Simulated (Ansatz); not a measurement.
```xyz
12

C    -0.295   -0.944    1.546
Si   -0.846    0.425    0.428
O    -0.352    0.128   -1.156
C     0.833    0.389   -1.684
F     1.009   -0.320   -2.793
F     1.844    0.089   -0.845
F     0.972    1.682   -2.002
H    -0.671   -1.908    1.196
H    -0.676   -0.776    2.557
H     0.795   -0.994    1.595
H    -0.294    1.737    0.846
H    -2.320    0.491    0.312
```

Total charge 0; spin multiplicity 1.

(1) List the PBE/def2-TZVPP orbital energies in eV (Ansatz 0.2.0). (Estimate.)

## Answers

(1) Ansatz gave: Occupied: -1780.56, -660.96, -660.94, -660.87, -511.44, -276.60, -268.99, -138.22, -95.03, -94.93, -94.91, -33.41, -30.83, -30.73, -26.99, -17.98, -17.32, -15.58, -14.94, -14.89, -12.38, -11.36, -11.28, -10.86, -10.69, -10.48, -10.30, -10.10, -9.57, -9.27, -9.12, -8.24, -7.83. Lowest empty: -0.49, 0.05, 1.13, 1.18, 1.26, 1.89, 1.96, 2.92.
